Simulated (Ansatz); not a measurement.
`CC[SeH]` + `[NH2][AlH2]` → `[NH2][AlH][SeH]` + `CC`  (formal exchange of groups at the Se–C bond)

Gas-phase electronic energies from Ansatz, PBE0-D4/def2-TZVP geometries. CCSD(T)/CBS adds triple-zeta CCSD(T) − MP2 to the extrapolated MP2 energy (def2 sets, frozen cores). This one scheme is used for every species. DFT in def2-TZVPP. B3LYP here is the variant with VWN-RPA as its local correlation; programs differ in this. HSE06 is defined as in plane-wave codes. For Se outer-core shells are correlated without core-valence functions, which leaves a few kJ/mol of doubt a bond. Scalar relativity is left out up to krypton. One conformer a species, not always the lowest.

(1) Is it downhill or uphill in electronic energy at CCSD(T)/CBS, and by how much? (An estimate is asked.)

(2) What do these levels give: LDA (SPW92), B3LYP-D4, r2SCANh-D4, r2SCAN0-D4, HSE06-D4, ωB97X-V, ωB97M-V, PBE-QIDH, PBE, HSE06, LC-ωPBE, CCSD/CBS(def2)? (Best estimate.)

(3) What do rigid-rotor, harmonic-oscillator terms from PBE0-D4/def2-TZVP frequencies (298.15 K, 1 bar) make of the CCSD(T)/CBS value? (Best estimate.)

Largest T1 diagnostic among the species: 0.011.

Answers

(1) Computed: Downhill: ΔE = -1.74 eV.

(2) Ansatz gave: LDA (SPW92) -1.68, B3LYP-D4 -1.70, r2SCANh-D4 -1.79, r2SCAN0-D4 -1.81, HSE06-D4 -1.75, ωB97X-V -1.69, ωB97M-V -1.71, PBE-QIDH -1.78, PBE -1.71, HSE06 -1.76, LC-ωPBE -1.76, CCSD/CBS(def2) -1.75 eV.

(3) Computed: ΔZPE = +0.09 eV, ΔH = -1.64 eV, ΔS = -3 J/(mol·K), ΔG = -1.63 eV.

In def2-TZVPP, CCSD(T) changes the Hartree–Fock value by +0.10 eV (the triples alone add +0.02 eV) and MP2 by +0.08 eV. From PBE to PBE0 (25 % exact exchange), in def2-TZVPP and without D4, ΔE moves by −0.06 eV.
